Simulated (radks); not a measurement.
Species: Ti+. Configuration: [Ar] 3d2 4s1. Method: scalar-relativistic Kohn-Sham, PBEsol, spin-polarised, spherical densities, point nucleus; open shells are filled with parallel spins first; computed with a radial shooting solver on a logarithmic mesh with Libxc functionals.

Normalised radial functions P(r) = r R(r), r in bohr:

```
   r/bohr * 3p up (the largest magnitude, 1.03, reaches the edge; | marks zero)
 0.007601                             *
  0.01134                             *
  0.01692                             |*
  0.02524                             | *
  0.03765                             |  *
  0.05616                             |    *
  0.08378                             |        *
    0.125                             |           *
    0.185                             |             *
    0.276                             |        *
   0.4117                         *   |
   0.6142         *                   |
   0.9162  *                          |
    1.367         *                   |
    2.039                     *       |
    3.042                           * |
    4.538                             *
     6.77                             *
     10.1                             *
```

3p up: eigenvalue -46.766 eV, 1 radial node at r = 0.369 bohr, <r> = 1.09 bohr, 90 % of the charge inside 1.68 bohr.
